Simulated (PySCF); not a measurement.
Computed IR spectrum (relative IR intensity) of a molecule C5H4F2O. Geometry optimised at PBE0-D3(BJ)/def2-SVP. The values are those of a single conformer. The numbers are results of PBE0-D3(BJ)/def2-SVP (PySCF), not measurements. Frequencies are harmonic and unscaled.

ν (cm⁻¹): 428 (vw), 581 (vw), 643 (vw), 690 (vw), 773 (vw), 832 (w), 928 (m), 975 (w), 1069 (m), 1114 (w), 1118 (w), 1222 (m), 1262 (w), 1268 (s), 1372 (m), 1387 (w), 1430 (w), 1681 (w), 1903 (vs) (against the strongest line: vs over 80 %, s over 45 %, m over 15 %, w over 4 %, vw less)

**Question.** Which structure fits?
(A) C#C[C@@]1(F)OC[C@@H]1F
(B) F/C=C(\F)C1=CCO1
(C) C=C1C(=O)[C@H](F)[C@@H]1F
(D) O=C1C=CCC1(F)F

**Answer.** D, O=C1C=CCC1(F)F
